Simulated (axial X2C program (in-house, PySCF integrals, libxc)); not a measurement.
# How long does TcI²⁺ take?

A bond scan computed with an in-house all-electron X2C program for linear molecules (integrals from PySCF). Basis: I dyall-v2z [9s9p7d], Tc dyall-v2z [10s10p7d2f] (cores contracted in-house).

The run was started with this input:
```json
{"zs": [53, 43], "q": 2, "bas": ["dyall-v2z", "dyall-v2z"], "levels": ["PBE0", "HF", "r2SCAN0", "PBE"], "cc": false, "r0": 2.61, "npts": 10, "nst": 2, "ntry": 6}
```
```bash
python so2c.py task.json out
```

Keys: zs atomic numbers; q charge; bas basis sets; levels methods; cc coupled cluster on or off; r0 starting distance in Å; npts points on the curve; nst determinants followed; ntry starts of the search. HF also brings MP2.

Hardware: 1 thread of Arm Neoverse N1 (shared host).

Wall time of one point of each curve, integrals apart:

```json
{"Hamiltonian": "spin-free", "level": "PBE0", "points": "10", "seconds a point": "0.89"}
{"Hamiltonian": "spin-free", "level": "HF", "points": "10", "seconds a point": "0.55"}
{"Hamiltonian": "spin-free", "level": "r2SCAN0", "points": "10", "seconds a point": "1.5"}
{"Hamiltonian": "spin-free", "level": "PBE", "points": "10", "seconds a point": "0.55"}
{"Hamiltonian": "2c", "level": "PBE0", "points": "10", "seconds a point": "1.3"}
{"Hamiltonian": "2c", "level": "HF", "points": "10", "seconds a point": "1.2"}
{"Hamiltonian": "2c", "level": "r2SCAN0", "points": "10", "seconds a point": "1.9"}
{"Hamiltonian": "2c", "level": "PBE", "points": "10", "seconds a point": "0.6"}
```

The rest:

Search with its distance optimisation 79 s, atoms 40 s, whole task 230 s. Coupled cluster runs on the points near the minimum only. The program drops outer points, and coupled cluster, when its time limit (not in the input) nears; MP2, further determinants and curves that did not converge are not in the table.
